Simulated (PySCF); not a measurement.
Stepwise substitution at one centre (Ga NH2-SH). Gas-phase values, no solvent. One relaxed conformer stands for each flexible species; it need not be the lowest. Strings in code marks are SMILES.

Level of theory: PBE-D3(BJ)/def2-TZVP // B3LYP-D3(BJ)/def2-TZVP (PySCF). Excitations are Tamm–Dancoff values on a coarser integration grid. The basis has no diffuse functions, so Rydberg states are missing or too high.

```tsv
species	S1–T1 gap (TDA) (eV)	HOMO (eV)
0 of 3 NH2 replaced by SH	0.32	-5.31
1 of 3 NH2 replaced by SH (`[NH2][Ga]([NH2])[SH]`)	0.38	-5.63
2 of 3 NH2 replaced by SH (`[NH2][Ga]([SH])[SH]`)	0.35	-6.06
3 of 3 NH2 replaced by SH (`[SH][Ga]([SH])[SH]`)	0.24	-6.44
```
